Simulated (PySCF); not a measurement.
**Co⁺: excitation energy**

Co⁺ [Ar] 3d8 (3F) → Co⁺ [Ar] 3d7 4p1 (high-spin determinant), as a difference of total energies. Calculation: PySCF 2.14, in def2-TZVPPD (6s6p4d2f1g, 67 functions); the non-relativistic Hamiltonian (point nucleus). Correlated levels: valence and next inner shell: [Ne] frozen. The calculations carry no spin-orbit coupling.

```
                                method  excitation energy (cm⁻¹)
                                   UHF                     29368
    MP2 (valence and next inner shell)                     52177
SCS-MP2 (valence and next inner shell)                     50797
   CCSD (valence and next inner shell)                     44908
CCSD(T) (valence and next inner shell)                     45697
```

A first-order spin-orbit estimate (lowest level to lowest level, LS coupling) adds 0.011 eV.

The determinant of the upper state mixes LS terms, which raises its energy above the lowest term, most at the Hartree-Fock and MP2 levels.
